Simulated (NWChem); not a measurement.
# I$_{2}$Zn in NWChem

SMILES: [I][Zn][I]
```xyz
3

Zn     0.0000     0.0000     0.0000
I      0.0000     0.0000    -2.4347
I      0.0000     0.0000     2.4347
```
Charge 0, spin multiplicity 1.

Everything below was run with NWChem. All single points use one geometry, from PBE/def2-SVP with def2 effective core potentials on I, a minimum by its harmonic frequencies.

Symmetry labels belong to the abelian group D2h used in the runs, with the axes of the coordinates shown; states degenerate in a higher group split over its labels.

Effective core potentials replace the inner electrons of I; spin-orbit coupling is left out. The structure started from a generated list of species.

**Question.** List the lowest 4 singlet excitations that CIS/def2-SVP with def2 effective core potentials on I gives, with oscillator strengths.

**Answer.** 
```csv
state,symmetry,energy (eV),wavelength (nm),f
1,b3g,5.93,209,0.000
2,b2g,5.93,209,0.000
3,b2u,6.30,197,0.051
4,b3u,6.30,197,0.051
```
